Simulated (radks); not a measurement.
The numbers below are computed, except where a source is named.
Species: the bismuth ion Bi29+. Configuration: [Kr] 4d10 4f8 (the NIST ground configuration).

Code: a radial shooting solver on a logarithmic mesh with Libxc functionals. Model: Dirac Kohn-Sham, BLYP, spin-unpolarised, spherical densities, finite nucleus; open shells fill j = l - 1/2 first; Fermi nuclear charge, rms radius 5.5211 fm.

Energy parts (eV):
| part | energy |
|---|---|
| total | -576105.29 |
| kinetic | 674539.07 |
| electron-nucleus | -1408263.47 |
| Hartree | 167477.15 |
| exchange-correlation | -9858.04 |

Orbitals (lengths in bohr, moments of r in powers of bohr; r(90%) holds 90 % of the orbital's charge):
| orbital | occ. | eigenvalue (eV) | r(90%) | <r^4> | small-component weight |
|---|---|---|---|---|---|
| 1s1/2 | 2 | -91413.68 | 0.0290 | 3.332e-07 | 1.00e-01 |
| 2s1/2 | 2 | -17188.86 | 0.103 | 0.00004747 | 2.32e-02 |
| 2p1/2 | 2 | -16561.19 | 0.0902 | 0.00002787 | 2.34e-02 |
| 2p3/2 | 4 | -14240.45 | 0.102 | 0.00004560 | 2.05e-02 |
| 3s1/2 | 2 | -4858.416 | 0.251 | 0.001693 | 7.87e-03 |
| 3p1/2 | 2 | -4573.780 | 0.243 | 0.001460 | 7.82e-03 |
| 3p3/2 | 4 | -4051.684 | 0.265 | 0.002088 | 6.99e-03 |
| 3d3/2 | 4 | -3583.403 | 0.239 | 0.001358 | 6.87e-03 |
| 3d5/2 | 6 | -3472.598 | 0.246 | 0.001510 | 6.65e-03 |
| 4s1/2 | 2 | -1781.935 | 0.523 | 0.03256 | 2.91e-03 |
| 4p1/2 | 2 | -1657.031 | 0.527 | 0.03329 | 2.82e-03 |
| 4p3/2 | 4 | -1517.192 | 0.568 | 0.04501 | 2.53e-03 |
| 4d3/2 | 4 | -1313.422 | 0.576 | 0.04641 | 2.36e-03 |
| 4d5/2 | 6 | -1285.895 | 0.588 | 0.05039 | 2.28e-03 |
| 4f5/2 | 6 | -1025.347 | 0.583 | 0.04743 | 2.00e-03 |
| 4f7/2 | 2 | -1018.159 | 0.588 | 0.04911 | 1.97e-03 |

The highest occupied level is 4f7/2 at -1018.2 eV. Summed over all electrons, <r^2> = 5.071 bohr^2, which gives a Langevin (diamagnetic) susceptibility term of -4.02 x 10^-6 cm^3/mol. The electron density at the nucleus is 2.967e+06 e/bohr^3. The density falls to 0.001 e/bohr^3 at r = 1.20 bohr. For comparison, the ionisation energy in NIST's Atomic Spectra Database is 1060 eV (theoretical). In exact Kohn-Sham theory the highest level is minus the ionisation energy, but local and semilocal functionals leave it too shallow, through self-interaction and a potential that decays too fast; potentials with the right tail come closer.

Beside tabulated values, note that spin-unpolarised runs miss the spin-polarisation part of the exchange energy of open shells.
